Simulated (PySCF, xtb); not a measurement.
PbHBr, SMILES [PbH][Br] (connectivity only; charge and spin as stated), neutral, multiplicity 1.

GFN2-xTB (xtb 6.7.1) at its own geometry gives an orbital gap of 2.50 eV and a dipole moment of 7.60 D.

The structure is a stationary point at PBE0-D3(BJ)/def2-TZVP. The def2 effective core potentials stand for the cores of Pb; spin–orbit coupling is left out.

Q: What does M06-2X/def2-TZVPD run with PySCF give? (Estimate from the structure and the level; the computed values follow.)

A: gap 5.79 eV (levels -8.06 and -2.28 eV), dipole 4.10 D.
